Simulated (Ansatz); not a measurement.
`C=C(F)B(O)F` → `O=CCB(F)F`  (isomerisation)

Calculated with Ansatz (gas phase, PBE0-D4/def2-TZVP geometries, no zero-point term in ΔE). CCSD(T)/CBS adds triple-zeta CCSD(T) − MP2 to the extrapolated MP2 energy (def2 sets, frozen cores). Functionals use def2-TZVPP. Each species was taken in one conformer, which may not be the lowest.

(1) Is it downhill or uphill in electronic energy at CCSD(T)/CBS, and by how much? (An estimate is asked.)

(2) What do these levels give: r2SCAN-D4, CCSD/def2-TZVPP, HF/def2-QZVPP, MP2/def2-QZVPP, SCS-MP2/def2-QZVPP, HF/CBS(def2)? (An estimate is asked.)

Largest T1 diagnostic among the species: 0.014.

Answers

(1) The calculation gave: Downhill: ΔE = -52.3 kJ/mol.

(2) The calculation gave: r2SCAN-D4 -53.2, CCSD/def2-TZVPP -57.2, HF/def2-QZVPP -63.0, MP2/def2-QZVPP -59.6, SCS-MP2/def2-QZVPP -59.9, HF/CBS(def2) -63.1 kJ/mol.
